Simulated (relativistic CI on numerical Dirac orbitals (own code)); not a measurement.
## Sensitivity of the levels of Yb XXXVI to α and to the nuclear radius

Method of calculation: Dirac-Coulomb-Breit CI, KLI orbitals optimised for each configuration, derivatives by finite differences, unscaled Slater integrals, QED left out (own radial code, finite nucleus).

CI space (outside the closed core [Ar] 3d10): 4s2.4p5, 4s.4p6, 4s2.4p4.4d, 4s.4p5.4d, 4s2.4p4.4f, 4s.4p5.4f. Double excitations out of closed p, d and f shells are left out; levels of such configurations are missing from the list, as are those of other unlisted configurations, and high levels can miss mixing partners.

With x = (α/α₀)² − 1 an excitation energy changes as ω = ω₀ + qx; K = 2q/ω₀ is the relative enhancement. Terms are leading LS components, so labels can repeat. The field-shift factor is F = δν/δ⟨r²⟩ for the transition from the lowest level.

Lowest level 4s2.4p5 2P°_3/2.

| Level | ω₀ (cm⁻¹) | q (cm⁻¹) | K | F (GHz/fm²) |
| --- | --- | --- | --- | --- |
| 4s2.4p5 2P°_1/2 | 551895 | 654300 | 2.37 | -71.7 |
| 4s2.4p4.4d 4D_3/2 | 1104670 | 40310 | 0.073 | 10.1 |
| 4s2.4p4.4d 4P_1/2 | 1116022 | 101600 | 0.182 | -104 |
| 4s2.4p4.4d 4D_5/2 | 1118709 | 51830 | 0.0927 | 9.76 |
| 4s2.4p4.4d 4F_7/2 | 1140079 | 44100 | 0.0774 | 9.52 |
| 4s2.4p4.4d 2D_3/2 | 1203199 | 50560 | 0.084 | 10.2 |
| 4s2.4p4.4d 2P_1/2 | 1207412 | 333700 | 0.553 | -366 |
| 4s2.4p4.4d 2F_7/2 | 1225850 | 155600 | 0.254 | 11.7 |
| 4s2.4p4.4d 4F_9/2 | 1232724 | 155500 | 0.252 | 11.7 |
| 4s2.4p4.4d 2D_5/2 | 1335270 | 162500 | 0.243 | 12.9 |
| 4s2.4p4.4d 2D_3/2 | 1370061 | 188900 | 0.276 | 8.57 |
| 4s2.4p4.4d 2D_5/2 | 1391311 | 204000 | 0.293 | 5.24 |
| 4s.4p6 2S_1/2 | 1402483 | 534500 | 0.762 | -654 |

At this charge energies of transitions that change n are usually good to better than 1 %, and those within a shell (Δn = 0) to a few per cent.
